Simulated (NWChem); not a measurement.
CHClF₂OSi; SMILES Cl[Si](F)(C=O)F

```xyz
7

O      1.0536    -2.2087    -0.0005
C     -0.0673    -1.7747     0.0012
Si    -0.4173     0.1086     0.0001
F     -1.3039     0.4781     1.2883
F     -1.3030     0.4767    -1.2892
Cl     1.2933     1.1876     0.0000
H     -0.9546    -2.4656     0.0035
```
Atoms are numbered in this order, from 1.

Computed with NWChem. Pople sets run with spherical d functions. STO-3G and 3-21G are far too small for this property and stand as cheap habits. Coordinates come from a PBE0/def2-SVP optimisation. GIAO values for the isolated, static molecule; σ is the absolute isotropic shielding, δ = σ(reference) − σ with the isolated reference molecule computed at the same levels (13C: tetramethylsilane, 19F: trichlorofluoromethane, 1H: tetramethylsilane, 17O: water, 29Si: tetramethylsilane).

For level B3LYP/6-311G**:

* **δ O1 (ppm)**: 930.1
* **δ C2 (ppm)**: 217.9
* **δ Si3 (ppm)**: -56.9
* **δ F4 (ppm)**: -137.2
* **σ Cl6 (ppm)**: 899.6
* **δ H7 (ppm)**: 11.14

Problem. Estimate the same quantities for level Hartree-Fock/STO-3G.

Solution. 
| Item | Result |
|---|---|
| δ O1 (ppm) | 862.9 |
| δ C2 (ppm) | 164.0 |
| δ Si3 (ppm) | -14.6 |
| δ F4 (ppm) | -150.9 |
| σ Cl6 (ppm) | 1225.7 |
| δ H7 (ppm) | 12.23 |
